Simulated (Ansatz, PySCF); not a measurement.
C2H3O2, SMILES [CH2]C(=O)O, multiplicity 2. Atoms are numbered in the order given.

```xyz
7

C      0.5248    -1.3261     0.0000
C     -0.1651    -0.0464     0.0000
O     -1.3716     0.0858     0.0000
O      0.6787     1.0099     0.0000
H      1.6153    -1.3752     0.0000
H     -0.0806    -2.2336     0.0000
H      0.1203     1.8027     0.0000
```
Charge 0, spin multiplicity 2.

Geometry optimised at ωB97X-D3(BJ)/def2-SVP. The isomer is the one that the SMILES or the coordinates give; other isomers of the formula were not compared. The values are those of a single conformer.

Two levels are set side by side: PBE-D3(BJ)/def2-SVP (Ansatz, a first-principles code) and ωB97X-D3(BJ)/def2-SVP (PySCF). Each level has its own optimised geometry; the coordinates shown are those of the second. Frequencies come from the Hessian of PySCF at each geometry. Differences are taken from unrounded values.

```json
[
 {"quantity": "mean bond length (Å)", "ωB97X-D3(BJ)": "1.195", "PBE-D3(BJ)": "1.204", "PBE-D3(BJ) minus ωB97X-D3(BJ)": "0.009"},
 {"quantity": "bond C1–C2 (Å)", "ωB97X-D3(BJ)": "1.454", "PBE-D3(BJ)": "1.453", "PBE-D3(BJ) minus ωB97X-D3(BJ)": "-0.001"},
 {"quantity": "bond C2–O3 (Å)", "ωB97X-D3(BJ)": "1.214", "PBE-D3(BJ)": "1.228", "PBE-D3(BJ) minus ωB97X-D3(BJ)": "0.014"},
 {"quantity": "bond C2–O4 (Å)", "ωB97X-D3(BJ)": "1.352", "PBE-D3(BJ)": "1.366", "PBE-D3(BJ) minus ωB97X-D3(BJ)": "0.014"},
 {"quantity": "bond C1–H5 (Å)", "ωB97X-D3(BJ)": "1.092", "PBE-D3(BJ)": "1.099", "PBE-D3(BJ) minus ωB97X-D3(BJ)": "0.008"},
 {"quantity": "bond C1–H6 (Å)", "ωB97X-D3(BJ)": "1.091", "PBE-D3(BJ)": "1.098", "PBE-D3(BJ) minus ωB97X-D3(BJ)": "0.007"},
 {"quantity": "bond O4–H7 (Å)", "ωB97X-D3(BJ)": "0.970", "PBE-D3(BJ)": "0.981", "PBE-D3(BJ) minus ωB97X-D3(BJ)": "0.012"},
 {"quantity": "highest harmonic wavenumber (cm⁻¹)", "ωB97X-D3(BJ)": "3828", "PBE-D3(BJ)": "3637", "PBE-D3(BJ) minus ωB97X-D3(BJ)": "-191"},
 {"quantity": "mean harmonic wavenumber (cm⁻¹)", "ωB97X-D3(BJ)": "1433", "PBE-D3(BJ)": "1373", "PBE-D3(BJ) minus ωB97X-D3(BJ)": "-60"},
 {"quantity": "zero-point energy (kcal/mol)", "ωB97X-D3(BJ)": "30.73", "PBE-D3(BJ)": "29.44", "PBE-D3(BJ) minus ωB97X-D3(BJ)": "-1.30"}
]
```

Exact exchange shortens and stiffens bonds; PBE has none. Differences between two approximate levels are no errors against the true value.
